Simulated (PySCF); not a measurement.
# Bond curve of HgBr

Set-up: Hg def2-TZVPP with ECP60, Br def2-TZVPP; scalar-relativistic core potentials (PySCF 2.14). Energies in eV from Hg + Br in their ground configurations at the same level. State: ²Σ⁺ (doublet), unpaired electrons σ ↑.

```json
{"R (Å)": "2.200", "UHF-MP2": "-0.0111"}
{"R (Å)": "2.302", "UHF-MP2": "-0.3741"}
{"R (Å)": "2.405", "UHF-MP2": "-0.5335"}
{"R (Å)": "2.481", "UHF-MP2": "-0.5659"}
{"R (Å)": "2.558", "UHF-MP2": "-0.5502"}
{"R (Å)": "2.635", "UHF-MP2": "-0.5045"}
{"R (Å)": "2.737", "UHF-MP2": "-0.4217"}
{"R (Å)": "2.865", "UHF-MP2": "-0.3194"}
{"R (Å)": "3.018", "UHF-MP2": "-0.2321"}
{"R (Å)": "3.223", "UHF-MP2": "-0.1690"}
```

Question: Put a parabola through the three lowest points of the UHF-MP2 curve and estimate Re, k and ωe (reduced mass 56.75 u; 1 eV/Å² = 0.16022 mdyn/Å; ωe = 1302.8·√(k/μ) cm⁻¹).

Answer: Through R = 2.405, 2.481, 2.558 Å the second-order coefficient is 4.12 eV/Å², so Re ≈ 2.495 Å, k ≈ 1.32 mdyn/Å and ωe ≈ 199 cm⁻¹. A polynomial fit of higher order to the unrounded UHF-MP2 energies gives Re = 2.489 Å, k = 1.24 mdyn/Å, ωe = 193 cm⁻¹; anharmonicity and rounding make the difference.

The higher-order fit for each curve: UHF-MP2: Re = 2.489 Å, ωe = 193 cm⁻¹, De = 0.57 eV.

Correlated steps freeze 9 core orbitals. These are scalar-relativistic numbers at best; spin–orbit coupling would shift them, the dissociation energy most. The state was picked by a PBE0 search and need not be the measured ground state.
